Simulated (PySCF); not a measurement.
Atom-mapped SMILES (the numbers label the heavy atoms): `[CH3:1][NH:2][SiH2:3][C:4]([NH2:5])=[O:6]`. Each H is labelled by its parent atom.

Geometry: PBE0-D3(BJ)/def2-SVP; GIAO absolute shieldings from PySCF, gas phase, non-relativistic, averaged over equivalent atoms.

At KT3/pcSseg-1 (149 basis functions, 22 s wall time on 1 thread of an Arm Neoverse V1, shared host):
```tsv
atoms	σ (ppm)
C4	21.4
C1	149.3
N5	136.8
N2	239.2
Si3	419.9
O6	-115.0
H(N5)	25.83
H(Si3)	26.97
H(C1)	28.63
H(N2)	31.10
```

**Question.** Predict the values at B97-D/pcSseg-1 on the same geometry.

**Answer.** 
| atoms | σ at B97-D/pcSseg-1 | change |
| --- | --- | --- |
| C4 | 10.7 | -10.7 |
| C1 | 146.2 | -3.1 |
| N5 | 130.7 | -6.1 |
| N2 | 239.0 | -0.2 |
| Si3 | 402.4 | -17.5 |
| O6 | -129.6 | -14.6 |
| H(N5) | 25.90 | +0.07 |
| H(Si3) | 27.04 | +0.07 |
| H(C1) | 28.69 | +0.06 |
| H(N2) | 31.22 | +0.12 |

The largest change is at Si3 (silicon bonded to C, N, 2 H). Cost: 149 basis functions, 21 s wall time on 1 thread of an Arm Neoverse V1, shared host.

The C=O carbon of an acid or of an amide with N–H lies up to 10 ppm further downfield in solution, through hydrogen bonding that the calculation lacks.
